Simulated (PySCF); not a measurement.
C₄H₃BrClF.

```xyz
10

C      0.1083    -2.7472     0.0000
C     -0.7099    -1.6913     0.0000
F     -2.0449    -1.8914     0.0000
C     -0.3662    -0.2641     0.0000
Br     1.4723     0.1924     0.0000
C     -1.3252     0.6810     0.0000
Cl    -1.0510     2.3762     0.0000
H      1.1876    -2.6135     0.0000
H     -0.3131    -3.7530     0.0000
H     -2.3755     0.3890     0.0000
```
Charge 0, spin multiplicity 1.

The structure is a stationary point at B3LYP-D3(BJ)/def2-SVP. The structure was generated by enumeration; whether it is a known compound was not checked. Other conformers were not sampled.

Level of theory: PBE/pcSseg-1 (PySCF). Non-relativistic, no solvent.

**Question.** Give the absolute GIAO shielding of each atom: isotropic value and principal components (ppm). (The exact figures need the calculation; the answer reports its results.)

**Answer.** 
| atom | σ(iso) | σ11 | σ22 | σ33 | span |
|---|---|---|---|---|---|
| C1 | 81.4 | -2.1 | 89.4 | 157.0 | 159.1 |
| C2 | 12.0 | -79.0 | 53.1 | 62.1 | 141.1 |
| F3 | 260.5 | 159.0 | 272.8 | 349.8 | 190.9 |
| C4 | 43.2 | -40.8 | 77.6 | 92.8 | 133.6 |
| Br5 | 1980.5 | 1401.4 | 1823.2 | 2717.0 | 1315.6 |
| C6 | 44.7 | -42.6 | 60.0 | 116.8 | 159.5 |
| Cl7 | 654.2 | 442.4 | 708.1 | 811.9 | 369.5 |
| H8 | 25.9 | 21.8 | 23.8 | 32.0 | 10.2 |
| H9 | 26.1 | 24.2 | 24.4 | 29.8 | 5.6 |
| H10 | 24.3 | 18.7 | 25.5 | 28.6 | 9.8 |
